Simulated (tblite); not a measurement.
Input of a run (GFN2-xTB geometry optimisation, gas phase (tblite 0.8.0)), started from a force field or distance geometry:
```
{"job": {"kind": "relax", "xc": "GFN2-xTB", "basis": "xTB"}, "charge": 0, "multiplicity": 2}
C      2.764200     0.196300    -0.288600
C      1.644500    -0.750100     0.059200
O      1.885100    -1.937300     0.342500
C      0.269100    -0.260000     0.089300
C     -0.893600    -1.135900     0.448000
C     -2.090600    -0.350600    -0.105000
C     -1.722900     1.132100     0.016000
C     -0.224300     1.101100    -0.126300
O      0.480100     2.059100    -0.362800
H      3.701300    -0.344800    -0.310300
H      2.578300     0.624200    -1.280400
H      2.827200     0.982700     0.468800
H     -0.838600    -2.123600    -0.008900
H     -0.961400    -1.251400     1.524600
H     -3.014900    -0.580800     0.431600
H     -2.243900    -0.601800    -1.147300
H     -1.977500     1.531200     1.009000
H     -2.191000     1.715900    -0.770900
```

Output (eV, eV/Å):
```
step      E/eV     max force
  0    -752.40870    1.305
  1    -752.45543    1.024
  2    -752.47572    0.312
  3    -752.49091    0.314
  4    -752.50203    0.265
  5    -752.50603    0.193
  6    -752.50993    0.170
  7    -752.51348    0.184
  8    -752.51707    0.158
  9    -752.51892    0.092
 10    -752.52002    0.076
 11    -752.52092    0.069
 12    -752.52167    0.078
 13    -752.52223    0.056
 14    -752.52263    0.059
 15    -752.52292    0.040
 16    -752.52316    0.044
 17    -752.52338    0.033
 18    -752.52360    0.039
 19    -752.52379    0.034
 20    -752.52396    0.035
 21    -752.52411    0.032
 22    -752.52427    0.032
 23    -752.52444    0.032
 24    -752.52466    0.044
 25    -752.52489    0.040
 26    -752.52512    0.040
 27    -752.52533    0.034
 28    -752.52550    0.028
 29    -752.52564    0.027
 30    -752.52576    0.029
 31    -752.52586    0.027
 32    -752.52595    0.027
 33    -752.52604    0.026
 34    -752.52614    0.025
 35    -752.52622    0.024
 36    -752.52630    0.023
 37    -752.52641    0.032
 38    -752.52656    0.039
 39    -752.52675    0.040
 40    -752.52694    0.033
 41    -752.52708    0.023
 42    -752.52720    0.025
 43    -752.52732    0.027
 44    -752.52747    0.032
 45    -752.52765    0.030
 46    -752.52784    0.029
 47    -752.52801    0.034
 48    -752.52816    0.032
 49    -752.52829    0.027
 50    -752.52840    0.022
 51    -752.52850    0.020
 52    -752.52856    0.018
 53    -752.52860    0.013
 54    -752.52862    0.011
 55    -752.52865    0.010
 56    -752.52866    0.012
 57    -752.52868    0.011
 58    -752.52870    0.010
```

Task: Summarise the run.

Result: The energy falls by 11.6 kJ/mol over 58 L-BFGS steps, the largest force on an atom goes from 1.31 to 0.010 eV/Å, and the atoms move by 0.098 Å rms after alignment. The bond that changes most is C4–C5 (ends: carbon bonded to 3 C; carbon bonded to 2 C and 2 H), which shortens by 0.023 Å. Bonds longer at the end by more than 0.005 Å: 3 of 18; shorter: 8. Among the angles that change most is H11–C1–H12, from 110.8° to 107.0°. The energy never rose by more than 1e-5 eV on the way. The first step brought 39 % of the lowering.

Task: What are the final bond lengths?

Result: C1–C2 1.501 Å, C2=O3 1.223 Å, C2–C4 1.455 Å, C4–C5 1.476 Å, C5–C6 1.532 Å, C6–C7 1.528 Å, C7–C8 1.521 Å, C8=O9 1.216 Å, C4–C8 1.451 Å, C1–H10 1.087 Å, C1–H11 1.088 Å, C1–H12 1.088 Å, C5–H13 1.093 Å, C5–H14 1.098 Å, C6–H15 1.088 Å, C6–H16 1.091 Å, C7–H17 1.093 Å, C7–H18 1.089 Å. Numbering counts from 1 in the input's order; the species is `CC(=O)[C]1CCCC1=O` [radical].

Hardware: Arm Neoverse V2, one thread, on a shared host. Cost: 0.29 s.

Its GFN2-xTB frequencies are all real (lowest 34 cm⁻¹). 3 starts were optimised and ended at 0.00, 0.01 and 5.21 kcal/mol (GFN2-xTB); the lowest of these is shown.

One conformer stands for the species.

These are computed values.
